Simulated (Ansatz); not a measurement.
A CCSD(T) single point on CH5ClGeO (`C[O][GeH2][Cl]`).

```yaml
crystal:
  periodic: [false, false, false]
  atoms:
    - {symbol: C, position_ang: [-0.741300, 0.631849, 1.031230]}
    - {symbol: O, position_ang: [-0.458000, -0.587413, 0.382009]}
    - {symbol: Ge, position_ang: [0.703019, -0.557931, -0.951242]}
    - {symbol: Cl, position_ang: [0.842713, -2.591071, -1.585911]}
    - {symbol: H, position_ang: [-1.466302, 0.426463, 1.821159]}
    - {symbol: H, position_ang: [0.151246, 1.072584, 1.494528]}
    - {symbol: H, position_ang: [-1.180746, 1.372618, 0.350303]}
    - {symbol: H, position_ang: [2.080047, -0.099812, -0.445574]}
    - {symbol: H, position_ang: [0.157724, 0.286413, -2.113601]}
basis:
  gaussian: {orbitals: def2-SVP}
correlation: {method: ccsd_t}
```

```sh
$ ansatz run in.yaml --threads 4 --pin off --events-out ev --progress --plain --max-ram 10444MiB
```

Output of Ansatz, abridged:

```
Functional definition: HF
1006 factors; integrals over basis functions are off by at most 1.4e-3 eV
mean field evaluation 1: about -72109.3578 eV, gradient 3.1e1 eV
mean field evaluation 2: about -72109.4013 eV, gradient 3.1e1 eV
mean field evaluation 4: about -72111.7180 eV, gradient 3.2e0 eV
mean field evaluation 8: about -72111.7488 eV, gradient 1.6e-1 eV
mean field -72111.74895460 eV, -2650.0578949825 hartree, gradient 1.9e-6 eV, S^2 0.000000; 0 other end points of the search recorded, 0 dependent functions left out
16 core orbitals not correlated: weight in the atoms' cores, before any rotation towards them, 1.000 or more for the frozen orbitals, at most 0.000 for the correlated occupied ones
reference -72111.74895460 eV, -2650.0578949825 hartree; 18, 18 occupied and 69, 69 virtual orbitals, 1006 factors
second order -18.77524846 eV of doubles, -0.00000000 eV of singles
cycle   1  -19.10469391 eV  change   -3.3e-1 eV  update   9.8e-2
cycle   2  -19.63099012 eV  change   -5.3e-1 eV  update   2.8e-2
cycle   3  -19.73173987 eV  change   -1.0e-1 eV  update   1.4e-2
cycle   4  -19.72418986 eV  change    7.6e-3 eV  update   2.8e-3
cycle   5  -19.72441472 eV  change   -2.2e-4 eV  update   1.2e-3
cycle   6  -19.72451146 eV  change   -9.7e-5 eV  update   3.6e-4
cycle   7  -19.72435132 eV  change    1.6e-4 eV  update   1.3e-4
cycle   8  -19.72436407 eV  change   -1.3e-5 eV  update   4.0e-5
perturbative correction -0.49276589 eV, -0.0181088123 hartree
Total energy: -72131.96608456 eV, -2650.8008608048 hartree
```

Hardware: 4 threads of an AMD EPYC 7B13 on a shared host. Wall time 3.8 s, peak host memory 0.45 GiB.

Correlation energy per correlated electron: -0.562 eV. T1 diagnostic: 0.0102.
